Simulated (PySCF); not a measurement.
# Simulated absorption spectrum

Species: C7H11BOS.
SMILES: `CC(C)OBC1=CC=CS1`

Theory: TDDFT CAM-B3LYP/def2-SVPD, vertical, gas phase, core orbitals frozen in the response in PySCF 2.14.0, density-fitted response routines. The structure is a single PBE0-D3(BJ)/def2-SVP conformer in the gas phase; no vibrational or solvent corrections. Torsions of this conformer, `[CH3:1][CH:2]([CH3:3])[O:4][BH:5][c:6]1[cH:7][cH:8][cH:9][s:10]1`: C1–C2–O4–B5 -87°, C2–O4–B5–C6 -1°, O4–B5–C6–C7 -178°.

Computed states:

```
state  E (eV)       f
   S1    5.17   0.168
   S2    5.39   0.144
   S3    5.99  0.0018
   S4    6.56  0.0026
   S5    6.60  0.0016
   S6    6.90  0.0054
   S7    6.97  0.0016
   S8    7.09  0.0018
   S9    7.17   0.102
  S10    7.42   0.185
```

Each state is given a Gaussian of 0.25 eV full width at half maximum, with ε(max) = 2.175×10⁸ f / Δν̃ (Δν̃ the width in cm⁻¹). The cross-section is σ = 3.8235×10⁻²¹ ε cm², given in Mb (10⁻¹⁸ cm²). The width is an assumption, not a result. The curve ends short of the highest state used, and states not computed would add to its high-energy end.

(1) What does the envelope look like, and where are its maxima?

(2) Coming from long wavelengths, where does ε first pass 100 L mol⁻¹ cm⁻¹?

(3) On this curve, what absorbance would a 10⁻³ mol/L sample give at 193 nm over a 1 cm path?

(4) Does any computed singlet lie in the visible range?

Answers

(1) 
(E (eV), σ (Mb)): (4.80, 0.16), (4.88, 1.63), (4.97, 11.64), (5.06, 40.71), (5.15, 72.38), (5.24, 77.09), (5.32, 72.76), (5.41, 64.24), (5.50, 36.42), (5.59, 10.69), (5.68, 1.56), (5.77, 0.20), (5.85, 0.33), (5.94, 0.68), (6.03, 0.70), (6.12, 0.35), (6.21, 0.09), (6.29, 0.06), (6.38, 0.32), (6.47, 1.06), (6.56, 1.72), (6.65, 1.51), (6.74, 1.33), (6.82, 2.24)

Maxima: 238 nm (5.21 eV), ε about 20000, made up of S1 (84%) and S2 (16%); 207 nm (5.99 eV), ε about 200, made up of S3 (100%); 188 nm (6.58 eV), ε about 460, made up of S4 (61%) and S5 (38%) (ε in L mol⁻¹ cm⁻¹; maxima over ε = 5, shares over 10%). At its high-energy end, 6.82 eV, the curve is still rising (ε about 590, from S6 and S7).

(2) At about 257 nm (4.83 eV), 0.34 eV below S1.

(3) 193 nm is 6.424 eV, where ε is about 160 L mol⁻¹ cm⁻¹, so A = ε c l ≈ 0.16 (Beer–Lambert, with the gas-phase spectrum and the assumed width).

(4) No computed singlet lies in the visible range (380 to 750 nm); the lowest, at 240 nm, stands 1.91 eV above its violet end (3.26 eV).

All these states lie below the vertical ionisation energy of 8.92 eV (ΔSCF).
